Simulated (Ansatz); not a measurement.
Method: CAM-B3LYP-D3(BJ)/def2-TZVP in Ansatz (an electronic-structure program). No frequencies were computed at this level.

Ansatz 0.2 input:
```yaml
crystal:
  periodic: [false, false, false]
  atoms:
    - { symbol: N, position_ang: [1.646437, 0.167379, 0.412084] }
    - { symbol: In, position_ang: [0.041716, -0.556737, -0.62474] }
    - { symbol: N, position_ang: [-1.693028, 0.439421, -0.209136] }
    - { symbol: H, position_ang: [1.551318, 1.173265, 0.521874] }
    - { symbol: H, position_ang: [2.555593, 0.002005, -0.007743] }
    - { symbol: H, position_ang: [0.140663, -1.865127, -1.72875] }
    - { symbol: H, position_ang: [-1.69325, 0.722646, 0.767008] }
    - { symbol: H, position_ang: [-2.549453, -0.082856, -0.363579] }
basis:
  gaussian: { orbitals: def2-tzvp }
hamiltonian:
  xc: cam_b3lyp
  dispersion: d3bj
relax:
  max_steps: 150
```

Output:

```
Functional definition: CAM-B3LYP
995 factors; their error is unknown
342 factors; integrals over basis functions are off by at most 2.5e-6 eV
mean field evaluation 1: about -8221.5560 eV, gradient 8.4e1 eV
mean field evaluation 2: about -8203.5341 eV, gradient 1.2e2 eV
mean field evaluation 4: about -8234.7784 eV, gradient 2.3e0 eV
mean field evaluation 8: about -8234.8143 eV, gradient 4.1e-2 eV
mean field evaluation 16: about -8234.8143 eV, gradient 2.3e-5 eV
mean field -8234.81429059 eV, -302.6238434218 hartree, gradient 2.3e-5 eV, S^2 0.000000; 0 other end points of the search recorded, 0 dependent functions left out
reference -8234.81442396 eV, -302.6238483227 hartree; 20, 20 occupied and 122, 122 virtual orbitals, 995 factors
relax step   1: F+E_penalty+E_count = -8234.91573347 eV  Δ(F+E_penalty+E_count) = +0.000e0 eV  max|allowed force component| = 4.023e-1 eV/Å  Δτ_max = 0.0000 Å  (28 SCF iters, accepted)
these checks for a lower state are left out or cut short: starts, cluster_reference, orbital_swaps, neighbouring_geometries, increment
995 factors; their error is unknown
342 factors; integrals over basis functions are off by at most 2.6e-6 eV
mean field -8234.83694307 eV, -302.6246758849 hartree, gradient 1.3e-5 eV, S^2 0.000000; 0 other end points of the search recorded, 0 dependent functions left out
reference -8234.83707676 eV, -302.6246807979 hartree; 20, 20 occupied and 122, 122 virtual orbitals, 995 factors
relax step   2: F+E_penalty+E_count = -8234.93838579 eV  Δ(F+E_penalty+E_count) = -2.265e-2 eV  max|allowed force component| = 1.211e0 eV/Å  Δτ_max = 0.1942 Å  (38 SCF iters, accepted)
these checks for a lower state are left out or cut short: starts, cluster_reference, orbital_swaps, neighbouring_geometries, increment
995 factors; their error is unknown
342 factors; integrals over basis functions are off by at most 2.6e-6 eV
mean field evaluation 32: about -8234.8215 eV, gradient 1.0e-5 eV
mean field -8234.82152723 eV, -302.6241093631 hartree, gradient 1.0e-5 eV, S^2 0.000000; 0 other end points of the search recorded, 0 dependent functions left out
reference -8234.82166180 eV, -302.6241143086 hartree; 20, 20 occupied and 122, 122 virtual orbitals, 995 factors
relax step   3: F+E_penalty+E_count = -8234.92269822 eV  Δ(F+E_penalty+E_count) = +1.569e-2 eV  max|allowed force component| = 1.076e0 eV/Å  Δτ_max = 0.2000 Å  (38 SCF iters, rejected (line search))
these checks for a lower state are left out or cut short: starts, cluster_reference, orbital_swaps, neighbouring_geometries, increment
995 factors; their error is unknown
342 factors; integrals over basis functions are off by at most 2.6e-6 eV
mean field -8234.90011209 eV, -302.6269973034 hartree, gradient 1.9e-5 eV, S^2 0.000000; 0 other end points of the search recorded, 0 dependent functions left out
reference -8234.90024695 eV, -302.6270022596 hartree; 20, 20 occupied and 122, 122 virtual orbitals, 995 factors
relax step   4: F+E_penalty+E_count = -8235.00097061 eV  Δ(F+E_penalty+E_count) = -6.258e-2 eV  max|allowed force component| = 2.995e-1 eV/Å  Δτ_max = 0.0973 Å  (32 SCF iters, accepted)
these checks for a lower state are left out or cut short: starts, cluster_reference, orbital_swaps, neighbouring_geometries, increment
995 factors; their error is unknown
342 factors; integrals over basis functions are off by at most 2.7e-6 eV
mean field -8234.90268776 eV, -302.6270919576 hartree, gradient 1.8e-5 eV, S^2 0.000000; 0 other end points of the search recorded, 0 dependent functions left out
reference -8234.90282266 eV, -302.6270969151 hartree; 20, 20 occupied and 122, 122 virtual orbitals, 995 factors
relax step   5: F+E_penalty+E_count = -8235.00378067 eV  Δ(F+E_penalty+E_count) = -2.810e-3 eV  max|allowed force component| = 3.149e-1 eV/Å  Δτ_max = 0.1000 Å  (32 SCF iters, accepted)
these checks for a lower state are left out or cut short: starts, cluster_reference, orbital_swaps, neighbouring_geometries, increment
995 factors; their error is unknown
342 factors; integrals over basis functions are off by at most 2.7e-6 eV
mean field -8234.91144350 eV, -302.6274137252 hartree, gradient 1.0e-5 eV, S^2 0.000000; 0 other end points of the search recorded, 0 dependent functions left out
reference -8234.91157836 eV, -302.6274186810 hartree; 20, 20 occupied and 122, 122 virtual orbitals, 995 factors
relax step   6: F+E_penalty+E_count = -8235.01248156 eV  Δ(F+E_penalty+E_count) = -8.701e-3 eV  max|allowed force component| = 2.338e-2 eV/Å  Δτ_max = 0.0286 Å  (33 SCF iters, accepted)
these checks for a lower state are left out or cut short: starts, cluster_reference, orbital_swaps, neighbouring_geometries, increment
995 factors; their error is unknown
342 factors; integrals over basis functions are off by at most 2.7e-6 eV
mean field -8234.91149841 eV, -302.6274157429 hartree, gradient 1.1e-5 eV, S^2 0.000000; 0 other end points of the search recorded, 0 dependent functions left out
reference -8234.91163324 eV, -302.6274206979 hartree; 20, 20 occupied and 122, 122 virtual orbitals, 995 factors
relax step   7: F+E_penalty+E_count = -8235.01255921 eV  Δ(F+E_penalty+E_count) = -7.765e-5 eV  max|allowed force component| = 5.334e-3 eV/Å  Δτ_max = 0.0080 Å  (34 SCF iters, accepted)
995 factors; their error is unknown
342 factors; integrals over basis functions are off by at most 2.7e-6 eV
mean field evaluation 64: about -8234.9115 eV, gradient 1.1e-4 eV
mean field -8234.91149841 eV, -302.6274157429 hartree, gradient 1.1e-5 eV, S^2 0.000000; 1 other end points of the search recorded, 0 dependent functions left out
reference -8234.91163324 eV, -302.6274206979 hartree; 20, 20 occupied and 122, 122 virtual orbitals, 995 factors
Total energy: -8235.01269405 eV, -302.6311346141 hartree
Atom 0 at     1.643330     0.221330     0.257010 Å, force    -0.002357    -0.001271    -0.000370 eV/Å
Atom 1 at     0.044419    -0.589562    -0.651499 Å, force    -0.000386     0.005334     0.004540 eV/Å
Atom 2 at    -1.682326     0.296120    -0.128669 Å, force     0.002532    -0.000337    -0.001069 eV/Å
Atom 3 at     1.590209     1.090082     0.761986 Å, force     0.000038     0.000103    -0.000577 eV/Å
Atom 4 at     2.585185     0.040004    -0.045641 Å, force     0.001243    -0.000370    -0.000538 eV/Å
Atom 5 at     0.141968    -1.884244    -1.743725 Å, force     0.000163    -0.002219    -0.001859 eV/Å
Atom 6 at    -1.743142     0.939970     0.642245 Å, force    -0.000045    -0.000567     0.000256 eV/Å
Atom 7 at    -2.579647    -0.113703    -0.324688 Å, force    -0.001188    -0.000673    -0.000384 eV/Å
Dipole moment:    -0.002835     0.037669     0.031724 e Å
```

Cost: very roughly 50 core-seconds.
